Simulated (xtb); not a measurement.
Job for xtb: GFN2-xTB on C3H4O (a complex), monomers drawn apart or pushed together.

```
$ xtb mol.xyz --gfn 2 --sp --chrg 0 --uhf 0
8

C      0.55286186     0.37814664     0.23238373
C     -0.51979850    -0.33351269    -0.08030164
H      0.50620268     1.45305112     0.35926049
H      1.52180358    -0.08345295     0.37739485
H     -0.47307577    -1.40849635    -0.20638181
H     -1.48923763     0.12873788    -0.22186758
C      0.54824638    -0.02313184     4.15078054
O     -0.52608771    -0.09153048     4.47782155
```

The head of its log:

```
[...]
           -------------------------------------------------
          |                Calculation Setup                |
           -------------------------------------------------



molecular fragmentation (1/2 indicates fragments):
11111122
# atoms in fragment 1/2:     6     2
 fragment masses (1/2) :       28.05       28.01
CMA distance (Bohr)    :   8.056
constraining FC (au)   :  0.0500

           -------------------------------------------------
          |                 G F N 2 - x T B                 |
           -------------------------------------------------

        Reference                      10.1021/acs.jctc.8b01176
      * Hamiltonian:
        H0-scaling (s, p, d)           1.850000    2.230000    2.230000
        zeta-weighting                 0.500000
      * Dispersion:
        s8                             2.700000
        a1                             0.520000
        a2                             5.000000
        s9                             5.000000
      * Repulsion:
        kExp                           1.500000    1.000000
        rExp                           1.000000
      * Coulomb:
        alpha                          2.000000
        third order                    shell-resolved
        anisotropic                    true
        a3                             3.000000
        a5                             4.000000
        cn-shift                       1.200000
        cn-exp                         4.000000
        max-rad                        5.000000


          ...................................................
          :                      SETUP                      :
          :.................................................:
          :  # basis functions                  20          :
          :  # atomic orbitals                  20          :
          :  # shells                           12          :
          :  # electrons                        22          :
          :  max. iterations                   250          :
          :  Hamiltonian                  GFN2-xTB          :
          :  restarted?                      false          :
          :  GBSA solvation                  false          :
          :  PC potential                    false          :
          :  electronic temp.          300.0000000     K    :
          :  accuracy                    1.0000000          :
          :  -> integral cutoff          0.2500000E+02      :
          :  -> integral neglect         0.1000000E-07      :
          :  -> SCF convergence          0.1000000E-05 Eh   :
          :  -> wf. convergence          0.1000000E-03 e    :
          :  Broyden damping             0.4000000          :
          :  net charge                          0          :
          :  unpaired electrons                  0          :
          ...................................................

 iter      E             dE          RMSdq      gap      omega  full diag
   1    -12.5805713 -0.125806E+02  0.720E+00    4.40       0.0  T
   2    -12.5849792 -0.440797E-02  0.434E+00    4.98       1.0  T
```

### Question
Predict the final total energy.

### Answer
-12.3937 hartree.
